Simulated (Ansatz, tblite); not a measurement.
Cost and result up the ladder for GeTe2⁻ (3 atoms). Total charge -1; doublet. Geometry: r2SCAN-D4/def2-TZVPD.

```csv
atom,x (Å),y (Å),z (Å)
Ge1,0.594,-0.006,0.334
Te2,-1.388,-0.269,1.769
Te3,0.794,0.275,-2.103
```

Ansatz on 4 threads of Arm Neoverse N1 on a shared host; xTB runs through tblite on one thread. Times are rough, summed over both states, and most runs start from the orbitals of an earlier one. No level here is sound enough to serve as a yardstick. The other state is a singlet.

In the def2 sets Te takes a core potential; there is no spin–orbit coupling. The xTB rows come from tblite. The structure comes from a short search, and lower isomers may exist.

Raw xTB energies of ions are shifted by several eV, and xTB has no spin-polarisation term.

```csv
level,functions,wall time
GFN2-xTB,27,0.008 s
PBE-D4/def2-TZVPD,172,7.7 s
PBE0-D4/def2-TZVPD,172,14 s
r2SCAN-D4/def2-TZVPD (with forces),172,19 s
```

Task: Estimate what each level gives for the vertical IE (eV).

Result: 
```tsv
level	vertical IE (eV)	remarks
GFN2-xTB	3.81	–
PBE-D4/def2-TZVPD	2.71	restricted singlet, untested (singlet)
PBE0-D4/def2-TZVPD	2.92	restricted singlet, untested (singlet)
r2SCAN-D4/def2-TZVPD (with forces)	2.89	restricted singlet, untested (singlet)
```
